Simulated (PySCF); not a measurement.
## `CC[C@]12C[C@H]1C[C@@H]2O`, C$_{7}$H$_{12}$O

Molfile (atoms numbered from 1):
```
C7H12O
     RDKit          3D

 20 21  0  0  0  0  0  0  0  0999 V2000
    1.9792    0.2000    1.3704 C   0  0  0  0  0  0  0  0  0  0  0  0
    0.6793    0.9145    1.0086 C   0  0  0  0  0  0  0  0  0  0  0  0
    0.0076    0.2416   -0.1537 C   0  0  2  0  0  0  0  0  0  0  0  0
    0.2851    0.5721   -1.5893 C   0  0  0  0  0  0  0  0  0  0  0  0
   -1.1145    0.6872   -1.0626 C   0  0  1  0  0  0  0  0  0  0  0  0
   -1.7410   -0.7006   -1.0236 C   0  0  0  0  0  0  0  0  0  0  0  0
   -0.5842   -1.1806   -0.1075 C   0  0  2  0  0  0  0  0  0  0  0  0
   -0.9657   -1.6576    1.1490 O   0  0  0  0  0  0  0  0  0  0  0  0
    1.7694   -0.8313    1.6430 H   0  0  0  0  0  0  0  0  0  0  0  0
    2.4644    0.6902    2.2110 H   0  0  0  0  0  0  0  0  0  0  0  0
    2.6593    0.2026    0.5220 H   0  0  0  0  0  0  0  0  0  0  0  0
    0.0141    0.9090    1.8775 H   0  0  0  0  0  0  0  0  0  0  0  0
    0.8808    1.9573    0.7512 H   0  0  0  0  0  0  0  0  0  0  0  0
    0.5258   -0.2134   -2.2912 H   0  0  0  0  0  0  0  0  0  0  0  0
    0.8073    1.4997   -1.7725 H   0  0  0  0  0  0  0  0  0  0  0  0
   -1.6688    1.6116   -1.0815 H   0  0  0  0  0  0  0  0  0  0  0  0
   -1.8344   -1.2054   -1.9846 H   0  0  0  0  0  0  0  0  0  0  0  0
   -2.7003   -0.7325   -0.5090 H   0  0  0  0  0  0  0  0  0  0  0  0
    0.0580   -1.9588   -0.5282 H   0  0  0  0  0  0  0  0  0  0  0  0
   -1.5267   -0.9948    1.5678 H   0  0  0  0  0  0  0  0  0  0  0  0
  1  2  1  0
  3  2  1  1
  3  4  1  0
  4  5  1  0
  5  6  1  0
  6  7  1  0
  7  8  1  0
  5  3  1  0
  7  3  1  0
  1  9  1  0
  1 10  1  0
  1 11  1  0
  2 12  1  0
  2 13  1  0
  4 14  1  0
  4 15  1  0
  5 16  1  1
  6 17  1  0
  6 18  1  0
  7 19  1  6
  8 20  1  0
M  END
```

Method: TDDFT B3LYP/def2-SVPD circular dichroism and optical rotation, one conformer, gas phase (PySCF). Geometry: GFN2-xTB.

The molecule is flexible and this is one conformer; a measurement averages over conformers. States above about 7.0 eV (minus the energy of the highest occupied orbital) lie near or above the ionisation threshold and depend on the basis.

Stereocentres: C3 S, C5 S, C7 S.

**Question.** What is the specific rotation at 633, 589.3, 546, 436, 405, 365, 355 nm?

**Answer.** [α] in deg dm⁻¹ (g/mL)⁻¹:
| λ (nm) | origin-invariant length gauge | modified velocity gauge | length gauge (centre of mass) | isotropic polarisability (au) |
| --- | --- | --- | --- | --- |
| 633 | +18.4 | +10.5 | +18.4 | 84.9 |
| 589.3 | +21.5 | +12.2 | +21.4 | 85.1 |
| 546 | +25.4 | +14.4 | +25.3 | 85.5 |
| 436 | +42.4 | +23.9 | +42.4 | 86.9 |
| 405 | +50.8 | +28.5 | +50.8 | 87.5 |
| 365 | +66.7 | +37.4 | +66.7 | 88.6 |
| 355 | +72.0 | +40.4 | +72.1 | 89.0 |

**Question.** And for the mirror image at 589.3 nm?

**Answer.** -21.5 deg dm⁻¹ (g/mL)⁻¹ (origin-invariant length gauge): the same size and the opposite sign.

**Question.** What is the molar rotation [Φ] = [α]·M/100 of the geometry above at 589.3 nm?

**Answer.** With M = 112.17 g/mol, +24.1 deg cm² dmol⁻¹ (origin-invariant length gauge).

The first excitation lies at 6.35 eV (195 nm) with R = +7.2 × 10⁻⁴⁰ esu² cm² (velocity form).
